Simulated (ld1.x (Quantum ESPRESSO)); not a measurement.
Ga (Z = 31), ultrasoft: configuration errors across variants

gallium (Ga), ultrasoft, made with ld1.x (Quantum ESPRESSO) 7.5 (LDA (PZ), scalar-relativistic). Core [Ar] 3d10, reference 4s1 4p2. Waves: 4s (bound): rcut 1.55, rcutus 2.00 bohr; 4s channel at 0.15 Ry: rcut 1.55, rcutus 2.00 bohr; 4p (bound): rcut 2.05, rcutus 2.30 bohr; 4p channel at 2.15 Ry: rcut 2.05, rcutus 2.30 bohr; 4d channel at 0.15 Ry: rcut 1.50, rcutus 1.85 bohr. Local part: all-electron potential smoothed inside 1.80 bohr (lloc = -2). Core correction: a·sin(br)/r model core inside 1.15 bohr. Augmentation charge: PSQ, inside the norm-conserving radii.

All-electron excitation energies from the reference (eV): (1) 4s2 4p1 -6.612; (2) 4s2 4p0 -0.724; (3) 4s1 4p0 20.779; (4) 4s0 4p3 6.932; (5) 4s2 4p1.3 -7.190; (6) 4s1 4p1 6.726; (7) 4s2 4p0.5 -4.492; (8) 4s1 4p2 spin -1.429; (9) 4s2 4p1 spin -6.746.

Spin tests fill each open shell by Hund’s rule, majority spin first.

Errors AE − PS in meV (a dash: test not solved or not reliable):

```tsv
change	(1)	(2)	(3)	(4)	(5)	(6)	(7)	(8)	(9)	bound ghosts
base	-16	-4.4	-98	-17	-19	-11	-9.2	-29	-18	none
core correction none	+21	+32	+83	+30	+19	+6.9	+25	+561	+36	none
core correction a·sin(br)/r model core inside 0.84 bohr	-16	-4.7	-98	-18	-19	-12	-9.5	-30	-18	none
core correction a·sin(br)/r model core inside 1.14 bohr	-16	-4.4	-98	-17	-19	-11	-9.2	-29	-18	none
core correction a·sin(br)/r model core inside 1.62 bohr	-13	-1.8	-95	-13	-16	-11	-6.2	-4.4	-14	none
core correction a·sin(br)/r model core inside 1.96 bohr	-5.7	+3.3	-84	-4.5	-8.4	-10	+0.4	+64	-4.5	none
core correction a·sin(br)/r model core inside 2.14 bohr	-0.5	+6.6	-72	+1.9	-3.1	-9.4	+4.9	+122	+2.4	none
```

Task: Give the same row for: core correction a·sin(br)/r model core inside 1.34 bohr.

Result: -15, -3.9, -97, -16, -18, -11, -8.7, -24, -17; bound ghosts: none.
